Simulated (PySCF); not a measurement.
From computed data to an observable: refractive index and permittivity of the vapour

C₅H₆F₂, SMILES [C@H]1(C(F)F)C=CC1.

The structure is a stationary point at PBE0-D3(BJ)/def2-SVP. The structure was generated by enumeration; whether it is a known compound was not checked. One conformer was computed; it need not be the lowest.

PySCF with M06-2X/def2-TZVP gives a mean static polarisability of 55.9 bohr³ and a dipole moment of 2.06 D. Take an ideal gas at 298.15 K and 1 bar, whether or not the substance is that volatile.

### Question
Work out n − 1 in the optical limit and the static ε − 1.

### Answer

Polarisability volume α' = 55.9 × 0.148185 = 8.28 Å³. Number density N = p/kT = 2.43e-5 Å⁻³.
Dilute limit of Lorentz–Lorenz: n − 1 = 2π N α' = 0.0013.
Orientation term of Debye: μ²/(3kT) = 8.098 Å³ × μ²(D²) = 34.36 Å³.
ε − 1 = 4π N (α' + μ²/3kT) = 0.013. Orientation of the dipole supplies 81 % of the static response; it can't follow optical fields. Vibrational polarisation and dispersion are left out.
